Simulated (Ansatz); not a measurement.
A structure relaxed at PBE0-D4/def2-TZVP in Ansatz, charge 0, doublet:

Cartesian coordinates in Å:
```
Li -0.220 -0.067 1.720
Li -2.097 0.863 -0.595
Li -0.041 -1.552 -0.818
Si 0.379 0.970 -0.561
Si 1.979 -0.214 0.254
```

Give its formula.

the cluster Li3Si2.

Summarise the bond lengths by kind (pairs closer than 1.2 times the sum of covalent radii, bridged metal pairs left out).

5 × Li–Si 2.48 to 2.65 Å; 1 × Si–Si 2.15 Å; 1 × Li–Li 2.95 Å.

The relaxation made no stability test and no search for a lower SCF solution. Another isomer (doublet) lies 0.30 eV lower at PBE0-D4/def2-TZVP; other spin states weren't run for this one.
